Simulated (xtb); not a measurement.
A run for xtb: GFN1-xTB on CsNa, 2S+1 = 1, a spin state set in the input, which need not be the lowest, a point of a bond scan (R = 4.022 Å).

```
$ xtb mol.xyz --gfn 1 --sp --chrg 0 --uhf 0
2

Na     0.00000000     0.00000000     0.00000000
Cs     0.00000000     0.00000000     4.02228600
```

Output:

```
[...]
           -------------------------------------------------
          |                Calculation Setup                |
           -------------------------------------------------



           -------------------------------------------------
          |                 G F N 1 - x T B                 |
           -------------------------------------------------

        Reference                      10.1021/acs.jctc.7b00118
      * Hamiltonian:
        H0-scaling (s, p, d)           1.850000    2.250000    2.000000
        zeta-weighting                 0.000000
      * Dispersion:
        s8                             2.400000
        a1                             0.630000
        a2                             5.000000
        s9                             0.000000
      * Repulsion:
        kExp                           1.500000
        rExp                           1.000000
      * Coulomb:
        alpha                          2.000000
        third order                    atomic
        anisotropic                    false
      * Halogen bond correction:
        rad-scale                      1.300000
        damping                        0.440000


          ...................................................
          :                      SETUP                      :
          :.................................................:
          :  # basis functions                   8          :
          :  # atomic orbitals                   8          :
          :  # shells                            4          :
          :  # electrons                         2          :
          :  # halogen bonds                     0          :
          :  max. iterations                   250          :
          :  Hamiltonian                  GFN1-xTB          :
          :  restarted?                      false          :
          :  GBSA solvation                  false          :
          :  PC potential                    false          :
          :  electronic temp.          300.0000000     K    :
          :  accuracy                    1.0000000          :
          :  -> integral cutoff          0.2500000E+02      :
          :  -> integral neglect         0.1000000E-07      :
          :  -> SCF convergence          0.1000000E-05 Eh   :
          :  -> wf. convergence          0.2000000E-04 e    :
          :  Broyden damping             0.4000000          :
          :  net charge                          0          :
          :  unpaired electrons                  0          :
          ...................................................

 iter      E             dE          RMSdq      gap      omega  full diag
   1     -0.5819342 -0.581934E+00  0.390E+00    2.26       0.0  T
   2     -0.5828420 -0.907779E-03  0.206E+00    2.37       1.0  T
   3     -0.5831170 -0.274983E-03  0.291E-01    2.48       1.0  T
   4     -0.5831184 -0.137803E-05  0.394E-02    2.49       1.8  T
   5     -0.5831185 -0.779108E-07  0.305E-03    2.48      23.2  T
   6     -0.5831185 -0.400577E-09  0.834E-04    2.48      84.8  T
   7     -0.5831185 -0.353599E-10  0.361E-07    2.48  100000.0  T
   8     -0.5831185  0.333067E-15  0.520E-11    2.48  100000.0  T

   *** convergence criteria satisfied after 8 iterations ***

         #    Occupation            Energy/Eh            Energy/eV
      -------------------------------------------------------------
         1        2.0000           -0.3104750              -8.4485 (HOMO)
         2                         -0.2191637              -5.9637 (LUMO)
         3                         -0.2078894              -5.6570
         4                         -0.2078894              -5.6570
         5                         -0.1132091              -3.0806
         6                          0.0372322               1.0131
       ...                                ...                  ...
         8                          1.5921430              43.3244
      -------------------------------------------------------------
                  HL-Gap            0.0913113 Eh            2.4847 eV
             Fermi-level           -0.2648193 Eh           -7.2061 eV

 SCC (total)                   0 d,  0 h,  0 min,  0.001 sec
 SCC setup                      ...        0 min,  0.000 sec (  6.219%)
 Dispersion                     ...        0 min,  0.000 sec (  2.802%)
 classical contributions        ...        0 min,  0.000 sec (  1.169%)
 integral evaluation            ...        0 min,  0.000 sec ( 15.537%)
 iterations                     ...        0 min,  0.001 sec ( 54.007%)
 molecular gradient             ...        0 min,  0.000 sec ( 13.643%)
 printout                       ...        0 min,  0.000 sec (  6.011%)

         :::::::::::::::::::::::::::::::::::::::::::::::::::::
         ::                     SUMMARY                     ::
         :::::::::::::::::::::::::::::::::::::::::::::::::::::
         :: total energy              -0.583139009122 Eh    ::
         :: gradient norm              0.009339188323 Eh/a0 ::
         :: HOMO-LUMO gap              2.484707946612 eV    ::
         ::.................................................::
         :: SCC energy                -0.583118468393 Eh    ::
         :: -> electrostatic           0.001992582464 Eh    ::
         :: repulsion energy           0.000138062112 Eh    ::
         :: dispersion energy         -0.000158602840 Eh    ::
         :: halogen bond corr.         0.000000000000 Eh    ::
         :: add. restraining           0.000000000000 Eh    ::
         :: total charge              -0.000000000000 e     ::
         :::::::::::::::::::::::::::::::::::::::::::::::::::::

           -------------------------------------------------
          |                Property Printout                |
           -------------------------------------------------

    * Orbital Energies and Occupations

         #    Occupation            Energy/Eh            Energy/eV
      -------------------------------------------------------------
         1        2.0000           -0.3104750              -8.4485 (HOMO)
         2                         -0.2191637              -5.9637 (LUMO)
         3                         -0.2078894              -5.6570
         4                         -0.2078894              -5.6570
         5                         -0.1132091              -3.0806
         6                          0.0372322               1.0131
         7                          0.0372322               1.0131
         8                          1.5921430              43.3244
      -------------------------------------------------------------
                  HL-Gap            0.0913113 Eh            2.4847 eV
             Fermi-level           -0.2648193 Eh           -7.2061 eV

  Mulliken/CM5 charges         n(s)   n(p)   n(d)
     1Na    0.10584  0.11656   0.799  0.095  0.000
     2Cs   -0.10584 -0.11656   0.831  0.275  0.000

Wiberg/Mayer (AO) data.
largest (>0.10) Wiberg bond orders for each atom

 ---------------------------------------------------------------------------
     #   Z sym  total        # sym  WBO       # sym  WBO       # sym  WBO
 ---------------------------------------------------------------------------
     1  11 Na   0.989 --     2 Cs   0.989
     2  55 Cs   0.989 --     1 Na   0.989
 ---------------------------------------------------------------------------

Topologies differ in total number of bonds
Writing topology from bond orders to xtbtopo.mol

 dipole moment from electron density (au)
     X       Y       Z
  -0.0000   0.0000   1.8859  total (Debye):    4.793


           -------------------------------------------------
          | TOTAL ENERGY               -0.583139009122 Eh   |
          | GRADIENT NORM               0.009339188323 Eh/α |
Note: The following floating-point exceptions are signalling: IEEE_DENORMAL
normal termination of xtb
          | HOMO-LUMO GAP               2.484707946612 eV   |
           -------------------------------------------------

------------------------------------------------------------------------
------------------------------------------------------------------------
 total:
 SCF:
```

The run finished.

Cost: roughly 0.020 core-seconds.
